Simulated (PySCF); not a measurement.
This PySCF input asks for the NMR shieldings of SMILES CB[SiH2]NCCC, C$_{4}$H$_{14}$BNSi; the geometry comes from GFN2-xTB.

```python
import basis_set_exchange as bse
import numpy as np
from pyscf import gto, dft
from pyscf.prop import nmr

atoms = """
C    -4.222815    0.318821   -0.054735
B    -2.880335   -0.449019   -0.318473
Si   -1.203881    0.229522    0.421331
N     0.075356   -0.876290    0.072061
C     1.431111   -0.692569    0.522093
C     2.266510    0.201867   -0.398434
C     3.695834    0.353325    0.105080
H    -4.166157    1.104488    0.695412
H    -4.536228    0.790595   -0.989054
H    -5.042096   -0.347830    0.214971
H    -2.950366   -1.407716   -0.995041
H    -0.898420    1.621675   -0.018434
H    -1.146829    0.336367    1.895059
H     0.045873   -1.371225   -0.806682
H     1.385250   -0.244038    1.516044
H     1.918320   -1.671773    0.612310
H     1.785310    1.179475   -0.459701
H     2.274569   -0.229278   -1.403038
H     4.189519   -0.615521    0.146916
H     3.701328    0.783462    1.103923
H     4.269228    1.002604   -0.552675
"""
names = dict.fromkeys(["C", "B", "Si", "N", "H"], "pcSseg-1")
basis = {el: gto.basis.parse(bse.get_basis(n, elements=[el], fmt="nwchem")) for el, n in names.items()}
mol = gto.M(atom=atoms, basis=basis, charge=0, verbose=0)
mf = dft.RKS(mol, xc="PBE0")
mf.grids.level = 2
mf.grids.alignment = dft.numint.BLKSIZE   # the property module wants whole blocks of grid points
mf.conv_tol = 1e-9
mf.kernel()

calc = nmr.RKS(mf)   # GIAO
C = mf.mo_coeff
Co = C[:, mf.mo_occ > 0]
resp = mf.gen_response(singlet=True, hermi=2)
def vind(x):   # induced exchange potential for any number of trial vectors
    d = np.einsum("pi,xij,qj->xpq", C, 2 * x.reshape(-1, C.shape[1], Co.shape[1]), Co, optimize=True)
    return np.einsum("xpq,pi,qj->xij", resp(d - d.transpose(0, 2, 1)), C, Co, optimize=True).ravel()
mo1, _ = nmr.rhf.solve_mo1(calc, with_cphf=vind)
sigma = calc.kernel(mo1)
for i, s in enumerate(sigma):   # ppm
    print("%2d %-2s %9.2f" % (i, mol.atom_pure_symbol(i), np.trace(s) / 3))
```

Question: Give the expected output.

Answer: 
```
 0 C     164.58
 1 B     -16.06
 2 Si    404.14
 3 N     238.78
 4 C     134.01
 5 C     155.78
 6 C     173.59
 7 H      29.57
 8 H      30.80
 9 H      29.93
10 H      21.46
11 H      26.38
12 H      26.73
13 H      31.80
14 H      29.15
15 H      28.63
16 H      29.84
17 H      30.63
18 H      30.85
19 H      30.94
20 H      30.51
```

These numbers come from an equivalent density-fitted implementation of the same equations, which agrees with the script to about 0.01 ppm for H and up to a few tenths of a ppm for heavy atoms, so last digits may differ.

Size and cost of the density-fitted run: 196 basis functions, 59 s wall time on 1 thread of an Arm Neoverse N1, shared host; peak memory 0.98 GiB.
